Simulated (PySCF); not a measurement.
## Ionisation energy of Yb²⁺ by level of theory

Yb²⁺ [Xe] 4f14 (1S) → Yb³⁺ [Xe] 4f13 (2F), as a difference of total energies. Calculation: PySCF 2.14, in cc-pwCVTZ-X2C; scalar relativity by spin-free X2C-1e. The calculations carry no spin-orbit coupling.

```
 method  ionisation energy (eV)  difference from reference (eV)
    UHF                  20.644                          -4.409
r2SCANh                  25.203                          +0.150
   BLYP                  26.299                          +1.246
```

Reference: 25.053 ± 0.025 eV (semi-empirical (NIST evaluation); NIST Atomic Spectra Database, ionization energies).

The reference lies between the lowest fine-structure levels, while these numbers refer to the centres of the terms.
